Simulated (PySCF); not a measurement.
Calculation: PySCF with PBE-D3(BJ)/def2-TZVP // PBE0-D3(BJ)/def2-TZVP. All species are isolated molecules in the gas phase. One relaxed conformer stands for a flexible species; it need not be the lowest. Excitations are Tamm–Dancoff values on a coarser integration grid. The basis has no diffuse functions, so Rydberg states are missing or too high.

Reference species (SMILES): `C=C=C[SeH]` (neutral, multiplicity 1).

```
Quantity               Value
-------------------  -------
HOMO–LUMO gap        3.72 eV
T1 excitation (TDA)  3.48 eV
S1 excitation (TDA)  3.88 eV
```

After one change: the HOMO–LUMO gap drops by 0.17 eV; the T1 excitation (TDA) decreases by 0.17 eV; the S1 excitation (TDA) decreases by 0.10 eV.

Which change was made? The new species is one of these.
(A) `C=C=CNC`
(B) `C=C=CC#N`
(C) `C=C=COC`
(D) `C=C=CI`

D, `C=C=CI`
